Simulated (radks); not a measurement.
The numbers below are computed, except where a source is named.
Coherent X-ray form factor from a spherical all-electron density. Level of theory: scalar-relativistic Kohn-Sham, AM05, spin-unpolarised, spherical densities, point nucleus (a radial shooting solver on a logarithmic mesh with Libxc functionals).

| sin(theta)/lambda (1/angstrom) | f0 (electrons) |
|---|---|
| 0.05 | 73.049 |
| 0.1 | 70.524 |
| 0.15 | 67.118 |
| 0.2 | 63.421 |
| 0.25 | 59.751 |
| 0.3 | 56.238 |
| 0.4 | 49.839 |
| 0.5 | 44.318 |
| 0.6 | 39.590 |
| 0.8 | 31.953 |
| 1 | 26.136 |
| 1.25 | 20.991 |
| 1.5 | 17.713 |
| 2 | 13.989 |

The species is in the configuration that NIST lists as its ground one. Which atom or ion scatters so?

Answer. The rhenium ion Re+, [Xe] 4f14 5d5 6s1. Extrapolating in s^2 from the first two rows gives f0(0) = 73.9, near the electron count 74; among species with that count, the fall with angle is slower the higher Z, and the table is that of Z = 75; from so few rows the species is fixed only to a neighbour or two.
